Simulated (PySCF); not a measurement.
**Polarisability of `C[n+]1csc(F)c1`**

Compound: C4H5FNS (charge +1).
Structure used (GFN2-xTB), in Å, numbered top down from 1:
```xyz
12
C4H5FNS angstrom
C     -1.6338   -0.3310    0.1089
N     -0.2621    0.0893   -0.0322
C      0.1129    1.2900   -0.4300
S      1.7902    1.5057   -0.5014
C      1.9791   -0.1343    0.0407
F      3.1624   -0.6553    0.2111
C      0.7808   -0.7420    0.2428
H     -2.3066    0.4788   -0.1627
H     -1.8285   -1.1888   -0.5361
H     -1.8301   -0.6264    1.1406
H     -0.5877    2.0655   -0.6864
H      0.6249   -1.7522    0.5787
```

Level: CAM-B3LYP/def2-SVPD (PySCF), static field, nuclei fixed, core orbitals frozen in the response. The polarisability tensor in these axes (au):

```
x   79.82  4.44 -1.50
y    4.44 68.09 -8.53
z   -1.50 -8.53 45.16
```

**Question.** Diagonalise the tensor; give its mean and Δα, where Δα² is half the sum of the squared differences of the eigenvalues.

**Answer.** Principal values 42.34, 68.90 and 81.83 au; mean 64.36 au = 9.54 Å³ = 10.61 × 10⁻⁴⁰ C²·m²/J; Δα = 34.87 au (54 % of the mean).

**Question.** In TDDFT the mean static polarisability is Σ f/ω² over all singlet excitations (ω in hartree). How much of it do the 8 lowest give? Their energies (eV) and oscillator strengths: 5.39, 0.0799; 6.36, 0.0667; 6.46, 0.0000; 7.14, 0.0000; 7.60, 0.4282; 7.71, 0.0050; 8.02, 0.0657; 8.04, 0.0056.

**Answer.** They add up to 9.64 au, 15.0 % of the 64.36 au; the largest single term is 5.50 au, from the state at 7.60 eV. Terms in order: 2.04, 1.22, 0.00, 0.00, 5.50, 0.06, 0.76, 0.06 au. Higher excitations give the rest. The strengths listed sum to 0.651.

**Question.** Rayleigh depolarisation ratio (linearly polarised light, static tensor)?

**Answer.** ρ = 3Δα²/(45ᾱ² + 4Δα²) = 3648.6/(186383 + 4864.8) = 0.0191.

**Question.** Directions of the eigenvectors, and the extent of the frame along each?

**Answer.** Largest value along (0.92, 0.37, -0.12), where the nuclei span 4.69 Å; middle along (-0.39, 0.87, -0.29), 4.17 Å; least along (0.00, 0.31, 0.95), 1.77 Å. The response follows the extents in order.

**Question.** Give the eigenvalues of the traceless quadrupole moment Θ = ½Σq(3rr − r²1), origin at the centre of nuclear charge.

**Answer.** -14.03, 1.60, 12.43 D·Å. The values depend on the origin, since the species is charged. The electronic extent ⟨r²⟩ about the same centre is 834 bohr², a root-mean-square distance of 1.97 Å for the 60 electrons.

Geometry: GFN2-xTB; no solvent, vibrations or thermal averaging.

The run behind these numbers computed excited states as well. The run took 32 s on an x86-64 server with one thread, on a shared host.
